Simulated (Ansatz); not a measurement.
Computed with Ansatz on PBE0-D4/def2-TZVP structures; ΔE is electronic, products minus reactants. CCSD(T)/CBS is the MP2 limit (def2-TZVPP, def2-QZVPP) plus CCSD(T) − MP2 in def2-TZVPP, frozen cores. This one scheme is used for every species. DFT in def2-TZVPP. HSE06 is defined as in plane-wave codes. Each species was taken in one conformer, which may not be the lowest.

`N[SiH](F)[SiH2]O` → `N[Si]F` + `O[SiH3]`  (silylene formation by 1,1-elimination)

(1) Is it downhill or uphill in electronic energy at CCSD(T)/CBS, and by how much? (Best estimate.)

(2) What do these levels give: LDA (SPW92), HSE06-D4, BLYP, HF/def2-SVP, HF/CBS(def2), CCSD/CBS(def2)? (Estimate.)

Largest T1 diagnostic among the species: 0.014.

## Answers

(1) Ansatz gave: Uphill: ΔE = +116.5 kJ/mol.

(2) Ansatz gave: LDA (SPW92) 140.8, HSE06-D4 132.1, BLYP 80.7, HF/def2-SVP 97.3, HF/CBS(def2) 99.5, CCSD/CBS(def2) 114.6 kJ/mol.

From r2SCAN to r2SCAN0 (25 % exact exchange), in def2-TZVPP and without D4, ΔE moves by +3.5 kJ/mol. The D4 term adds +15.5 kJ/mol with B3LYP and +8.7 kJ/mol with PBE0; it sums over pairs of atoms, weighted by their polarisabilities, and B3LYP, whose exchange is more repulsive, gets the larger term. In def2-TZVPP, CCSD(T) changes the Hartree–Fock value by +10.6 kJ/mol (the triples alone add +1.9 kJ/mol) and MP2 by +18.2 kJ/mol.

B3LYP here is the variant with VWN-RPA as its local correlation; programs differ in this.
